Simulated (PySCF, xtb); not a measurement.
C4H12Si2, SMILES CC[C@@H]1C[SiH2][SiH2]1.

GFN2-xTB (xtb) at its own geometry gives an orbital gap of 3.89 eV and a dipole moment of 0.67 D.

Coordinates come from a B3LYP-D3(BJ)/def2-SVP optimisation. The structure was generated by enumeration; whether it is a known compound was not checked. One conformer was computed; it need not be the lowest.

What does B3LYP/def2-TZVP (PySCF) give? (An estimate is asked for; the answer gives what the named calculation found.)

gap 7.01 eV (levels -7.11 and -0.11 eV), dipole 0.68 D.
